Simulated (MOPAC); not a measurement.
Input for MOPAC: PM6 on CH6GeO (SMILES C[O][GeH3]), a point of a torsion scan.

```
PM6 1SCF PRECISE CHARGE=0 THREADS=1
CH6GeO

C      1.41860579 1    -0.05841712 1     0.06381339 1
O      0.20152460 1    -0.14721203 1    -0.64857837 1
Ge    -1.40858189 1     0.08882358 1    -0.00949978 1
H      1.93330877 1    -1.01991346 1     0.00502538 1
H      2.04425852 1     0.70588531 1    -0.40220174 1
H      1.27795446 1     0.19881147 1     1.11556321 1
H     -1.68694595 1    -0.90463947 1     1.08761408 1
H     -2.20725897 1    -0.14397633 1    -1.24032821 1
H     -1.55051997 1     1.48057518 1     0.54821553 1
```

The log:

```
*******************************************************************************
 **                                                                           **
 **                              MOPAC v23.2.5                                **
 **                                                                           **
 *******************************************************************************
 ** MOPAC's Digital Object Identifier: https://doi.org/10.5281/zenodo.6511958 **
 **                                                                           **
 ** Please cite the open-source release paper for use of this MOPAC version:  **
 ** J. E. Moussa and J. J. P. Stewart (2026)                                  **
 ** MOPAC: An open-source semiempirical molecular orbital program             **
 ** J. Open Source Softw., 11(119), 8025, https://doi.org/10.21105/joss.08025 **
 *******************************************************************************

                              PM6 CALCULATION RESULTS

 *******************************************************************************
 *  PM6        - The PM6 Hamiltonian to be used
 *
 *
 *
 *                 CHARGE ON SYSTEM = 0
 *
 *
 *
 *  PRECISE    - TIGHTER CRITERIA TO BE USED
 *  1SCF       - DO 1 SCF AND THEN STOP
 *  THREADS=1  - MULTI-THREADING NOT USED
 *  T=         - A TIME OF 172800.0 SECONDS REQUESTED
 *  DUMP=N     - RESTART FILE WRITTEN EVERY 7200.0 SECONDS REQUESTED
 *******************************************************************************
PM6 1SCF PRECISE CHARGE=0 THREADS=1
 CH6GeO

   ATOM   CHEMICAL          X               Y               Z
  NUMBER   SYMBOL      (ANGSTROMS)     (ANGSTROMS)     (ANGSTROMS)

     1       C          1.41860579  *  -0.05841712  *   0.06381339  *
     2       O          0.20152460  *  -0.14721203  *  -0.64857837  *
     3      Ge         -1.40858189  *   0.08882358  *  -0.00949978  *
     4       H          1.93330877  *  -1.01991346  *   0.00502538  *
     5       H          2.04425852  *   0.70588531  *  -0.40220174  *
     6       H          1.27795446  *   0.19881147  *   1.11556321  *
     7       H         -1.68694595  *  -0.90463947  *   1.08761408  *
     8       H         -2.20725897  *  -0.14397633  *  -1.24032821  *
     9       H         -1.55051997  *   1.48057518  *   0.54821553  *



          CARTESIAN COORDINATES

    NO.       ATOM           X           Y           Z

     1         C          1.4186     -0.0584      0.0638
     2         O          0.2015     -0.1472     -0.6486
     3        Ge         -1.4086      0.0888     -0.0095
     4         H          1.9333     -1.0199      0.0050
     5         H          2.0443      0.7059     -0.4022
     6         H          1.2780      0.1988      1.1156
     7         H         -1.6869     -0.9046      1.0876
     8         H         -2.2073     -0.1440     -1.2403
     9         H         -1.5505      1.4806      0.5482

 General Reference for PM6:
 "Optimization of Parameters for Semiempirical Methods V: Modification of NDDO Approximations
 and Application to 70 Elements", J. J. P. Stewart, J. Mol. Mod., 13, 1173-1213 (2007)
 URL: https://link.springer.com/article/10.1007/s00894-007-0233-4

           Empirical Formula: C H6 O Ge  =     9 atoms



      MOLECULAR POINT GROUP   :   Cs


      RHF CALCULATION, NO. OF DOUBLY OCCUPIED LEVELS = 10


 -------------------------------------------------------------------------------
 PM6 1SCF PRECISE CHARGE=0 THREADS=1
 CH6GeO



     1SCF WAS SPECIFIED, SO BFGS WAS NOT USED
     SCF FIELD WAS ACHIEVED


                              PM6 CALCULATION
                                                       MOPAC v23.2.5 Linux




          FINAL HEAT OF FORMATION =        -25.98939 KCAL/MOL =    -108.73963 KJ/MOL


          COSMO AREA              =        108.89 SQUARE ANGSTROMS
          COSMO VOLUME            =         95.52 CUBIC ANGSTROMS

          IONIZATION POTENTIAL    =          9.732615 EV
          HOMO LUMO ENERGIES (EV) =         -9.733  0.761
          NO. OF FILLED LEVELS    =         10
          MOLECULAR WEIGHT        =        106.6478         POINT GROUP:  Cs

          MOLECULAR DIMENSIONS (Angstroms)

            Atom       Atom       Distance
            H     8    H     5     4.41589
            H     9    H     4     3.31853
            H     7    H     5     2.37255


          SCF CALCULATIONS        =          1





   ATOM   CHEMICAL          X               Y               Z
  NUMBER   SYMBOL      (ANGSTROMS)     (ANGSTROMS)     (ANGSTROMS)

     1       C          1.41860579  *  -0.05841712  *   0.06381339  *
     2       O          0.20152460  *  -0.14721203  *  -0.64857837  *
     3      Ge         -1.40858189  *   0.08882358  *  -0.00949978  *
     4       H          1.93330877  *  -1.01991346  *   0.00502538  *
     5       H          2.04425852  *   0.70588531  *  -0.40220174  *
     6       H          1.27795446  *   0.19881147  *   1.11556321  *
     7       H         -1.68694595  *  -0.90463947  *   1.08761408  *
     8       H         -2.20725897  *  -0.14397633  *  -1.24032821  *
     9       H         -1.55051997  *   1.48057518  *   0.54821553  *

                             CARTESIAN COORDINATES

   1    C        1.418605790    -0.058417120     0.063813390
   2    O        0.201524600    -0.147212030    -0.648578370
   3   Ge       -1.408581890     0.088823580    -0.009499780
   4    H        1.933308770    -1.019913460     0.005025380
   5    H        2.044258520     0.705885310    -0.402201740
   6    H        1.277954460     0.198811470     1.115563210
   7    H       -1.686945950    -0.904639470     1.087614080
   8    H       -2.207258970    -0.143976330    -1.240328210
   9    H       -1.550519970     1.480575180     0.548215530


           Empirical Formula: C H6 O Ge  =     9 atoms



      MOLECULAR POINT GROUP   :   Cs


                  EIGENVALUES
 -28.33561 -24.08406 -19.82043 -15.65190 -15.26773 -15.15001 -12.23611 -11.90794
 -10.67629  -9.73262   0.76134   2.76499   2.76879   3.21290   4.37471   5.65025
   5.77240   6.24569


              NET ATOMIC CHARGES AND DIPOLE CONTRIBUTIONS

  ATOM NO.   TYPE          CHARGE      No. of ELECS.   s-Pop       p-Pop
    1          C          -0.103060        4.1031     1.07748     3.02558
    2          O          -0.646040        6.6460     1.75159     4.89445
    3         Ge           0.297426        3.7026     1.16518     2.53739
    4          H           0.125538        0.8745     0.87446
    5          H           0.126071        0.8739     0.87393
    6          H           0.103650        0.8963     0.89635
    7          H           0.017697        0.9823     0.98230
    8          H           0.060951        0.9390     0.93905
    9          H           0.017767        0.9822     0.98223
 DIPOLE           X         Y         Z       TOTAL
 POINT-CHG.    -1.222     0.531     2.058     2.452
 HYBRID         0.313    -0.042    -0.109     0.334
 SUM           -0.909     0.489     1.950     2.206


          ATOMIC ORBITAL ELECTRON POPULATIONS

     Atom    s        px        py        pz
    1  C   1.07748   0.85842   1.13111   1.03605
    2  O   1.75159   1.29947   1.94119   1.65379
    3 Ge   1.16518   0.62401   0.96553   0.94786
    4  H   0.87446
    5  H   0.87393
    6  H   0.89635
    7  H   0.98230
    8  H   0.93905
    9  H   0.98223

 **********************
 *                    *
 * JOB ENDED NORMALLY *
 *                    *
 **********************




 == MOPAC DONE ==
```

The run finished.

Cost: roughly 0.03 core-seconds.
